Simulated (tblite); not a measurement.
Start geometry of `C#C[Si@](F)(C#CC)S[SiH3]` from a force field or distance geometry (Å):
```
atom  x, y, z in Å
C1     0.779    3.211    2.603
C2     0.278    2.161    2.223
Si3   -0.413    0.564    1.705
F4    -0.680   -0.397    3.052
C5     0.683   -0.289    0.525
C6     1.421   -0.837   -0.276
C7     2.336   -1.475   -1.234
S8    -2.298    0.895    0.728
Si9   -2.643   -0.474   -0.871
H10    1.205    4.133    2.938
H11    1.863   -1.415   -2.256
H12    2.445   -2.564   -1.017
H13    3.334   -0.975   -1.232
H14   -1.453   -1.318   -1.155
H15   -3.164    0.200   -2.073
H16   -3.700   -1.410   -0.404
```

Problem. What comes out of this run: GFN2-xTB geometry optimisation, gas phase (tblite 0.8.0)?

Solution. 
```
atom  x, y, z in Å
C1     0.6816    3.0468    2.7800
C2     0.2451    2.0990    2.1849
Si3   -0.4231    0.6583    1.2550
F4    -1.0648   -0.3793    2.3161
C5     0.8515   -0.2600    0.3033
C6     1.6552   -0.8389   -0.3836
C7     2.6276   -1.5418   -1.1835
S8    -2.0128    1.3675   -0.0227
Si9   -2.9261   -0.4561   -0.6775
H10    1.0577    3.8750    3.3085
H11    2.3219   -1.5365   -2.2294
H12    2.7144   -2.5730   -0.8426
H13    3.5986   -1.0554   -1.0953
H14   -1.9103   -1.2510   -1.3591
H15   -3.9645    0.0222   -1.5741
H16   -3.4596   -1.1679    0.4758
```

The energy falls by 0.346 eV over 130 L-BFGS steps, the largest force on an atom goes from 2.92 to 0.007 eV/Å, and the atoms move by 0.554 Å rms after alignment. The bond that changes most is Si3–F4 (fluorine-bound silicon to silicon-bound fluorine), which shortens by 0.059 Å. Bonds longer at the end by more than 0.005 Å: 4 of 15; shorter: 11. Among the angles that change most is Si3–S8–Si9, from 112.6° to 102.4°. Among the dihedrals that turn most is Si3–S8–Si9–H14, from -7° to -59°. Rotational constants go from 873.8, 796.4, 512.9 to 892.5, 798.2, 506.9 MHz. The orientation of the end geometry is arbitrary; only internal coordinates are fixed.

The run took 1.1 s wall on one thread of an Arm Neoverse V2, no GPU, on a shared host.

Its lowest GFN2-xTB frequency is 18i cm⁻¹, too small to tell a flat minimum from a shallow saddle. One conformer, not necessarily the lowest. 3 starts were optimised and ended at 0.00, 0.02 and 0.25 kcal/mol (GFN2-xTB); the lowest of these is shown.

All values are computed, not measured.
